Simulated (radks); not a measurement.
The titanium ion Ti16+, configuration [He] 2s2 2p2 (the NIST ground configuration).

All-electron calculation, non-relativistic Kohn-Sham, LDA (Slater exchange, Perdew-Wang correlation), spin-unpolarised, spherical densities, point nucleus. Program: a radial shooting solver on a logarithmic mesh with Libxc functionals.

Energy parts (eV):
part                      energy
total                 -17828.148
kinetic                17815.637
electron-nucleus      -37481.688
Hartree                 2400.038
exchange-correlation    -562.135

Orbitals (lengths in bohr, moments of r in powers of bohr):
orbital  occ.  eigenvalue (eV)     <r^2>
1s          2        -5590.659  0.006564
2s          2        -1137.080    0.1069
2p          2        -1077.920   0.08221

The highest occupied level is 2p at -1077.9 eV. The density falls to 0.001 e/bohr^3 at r = 0.93 bohr.
